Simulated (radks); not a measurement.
Neutral tellurium inside a hard spherical wall (all orbitals vanish at R), configuration held at [Kr] 4d10 5s2 5p4 and not refilled when levels cross. All-electron calculation, scalar-relativistic Kohn-Sham, LDA (Slater exchange, VWN5 correlation), spin-polarised, spherical densities, finite nucleus; open shells are filled with parallel spins first (spin-orbit coupling, left out, can overturn this in heavy ions); Fermi nuclear charge, rms radius 4.7423 fm. Program: a radial shooting solver on a logarithmic mesh with Libxc functionals. Eigenvalues in eV for spin up, with the zero of energy where the potential of the charges vanishes at infinity; a dash marks a level that is unbound or too diffuse for the functional's potential to be trusted. A positive occupied level is held by the wall or, in an anion where self-interaction has pushed it up, behind a barrier. The pressure on the wall is -dE/dV.

[
 {"R (bohr)": "free", "E (hartree)": "-6788.68128", "kinetic (hartree)": "7110.519", "e(4p)": "-114.18", "e(4d)": "-41.732", "e(5s)": "-15.792", "e(5p)": "-6.546", "e(6s, empty)": "-0.563", "e(5d, empty)": "-", "pressure (GPa)": "0"},
 {"R (bohr)": "20", "E (hartree)": "-6788.68128", "kinetic (hartree)": "7110.519", "e(4p)": "-114.18", "e(4d)": "-41.732", "e(5s)": "-15.792", "e(5p)": "-6.546", "e(6s, empty)": "-0.557", "e(5d, empty)": "0.754", "pressure (GPa)": "< 0.0001"},
 {"R (bohr)": "15", "E (hartree)": "-6788.68128", "kinetic (hartree)": "7110.519", "e(4p)": "-114.18", "e(4d)": "-41.732", "e(5s)": "-15.792", "e(5p)": "-6.546", "e(6s, empty)": "-0.513", "e(5d, empty)": "0.984", "pressure (GPa)": "< 0.0001"},
 {"R (bohr)": "12", "E (hartree)": "-6788.68127", "kinetic (hartree)": "7110.519", "e(4p)": "-114.18", "e(4d)": "-41.731", "e(5s)": "-15.791", "e(5p)": "-6.545", "e(6s, empty)": "-0.368", "e(5d, empty)": "1.241", "pressure (GPa)": "0.000219"},
 {"R (bohr)": "7", "E (hartree)": "-6788.67309", "kinetic (hartree)": "7110.587", "e(4p)": "-113.80", "e(4d)": "-41.355", "e(5s)": "-15.489", "e(5p)": "-6.242", "e(6s, empty)": "2.387", "e(5d, empty)": "3.166", "pressure (GPa)": "0.523"},
 {"R (bohr)": "3", "E (hartree)": "-6786.13760", "kinetic (hartree)": "7121.011", "e(4p)": "-95.469", "e(4d)": "-23.783", "e(5s)": "2.683", "e(5p)": "16.549", "e(6s, empty)": "80.068", "e(5d, empty)": "40.891", "pressure (GPa)": "1120"},
 {"R (bohr)": "2.5", "E (hartree)": "-6782.43976", "kinetic (hartree)": "7134.363", "e(4p)": "-82.754", "e(4d)": "-11.571", "e(5s)": "21.717", "e(5p)": "39.816", "e(6s, empty)": "145.37", "e(5d, empty)": "72.655", "pressure (GPa)": "4470"},
 {"R (bohr)": "2", "E (hartree)": "-6771.04708", "kinetic (hartree)": "7173.492", "e(4p)": "-56.660", "e(4d)": "14.957", "e(5s)": "73.193", "e(5p)": "99.631", "e(6s, empty)": "292.12", "e(5d, empty)": "145.45", "pressure (GPa)": "23400"}
]
